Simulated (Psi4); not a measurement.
A dimer, CO ··· H2S (SMILES [C-]#[O+] and S); the first 2 atoms form monomer A.

```
5

C      0.5625     0.0000     0.0000
O     -0.5625     0.0000     0.0000
S      1.4820    -2.2686     0.9690
H      2.2552    -1.4586     1.7096
H      2.3136    -2.1996    -0.0828
```

Question: What interaction energy does SAPT0/jun-cc-pVDZ, frozen core (Psi4 1.11) give, and which attractive term is the largest?

Answer: Total 36.24 kJ/mol: electrostatics -60.03, exchange 139.08, induction -23.54, dispersion -19.27. The most attractive term is electrostatics.
